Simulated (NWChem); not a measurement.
# Correlation energy of sulfur difluoride (F₂S)

SMILES: FSF
```xyz
3

F      1.2275     0.0000    -0.4916
S      0.0000     0.0000     0.5530
F     -1.2275     0.0000    -0.4916
```
Charge 0, spin multiplicity 1.

The numbers come from NWChem runs, not from measurements. All single points use one geometry, from PBE0/def2-SVP, a minimum by its harmonic frequencies.

Basis set: 6-311G**. Each correlation energy counts from its own Hartree-Fock reference.

The correlated methods keep 7 core orbitals frozen. The Pople sets run with spherical d functions. Coupled-cluster values serve here as a point of comparison, not as the truth.

Question: Order these methods by the correlation energy they give, lowest first: MP2, SCS-MP2, CR-CCSD[T], CR-CCSD(T), CCSD.

Answer: CR-CCSD[T] (-564.3 mHa), CR-CCSD(T) (-563.3 mHa), CCSD (-551.4 mHa), MP2 (-539.8 mHa), SCS-MP2 (-523.9 mHa)
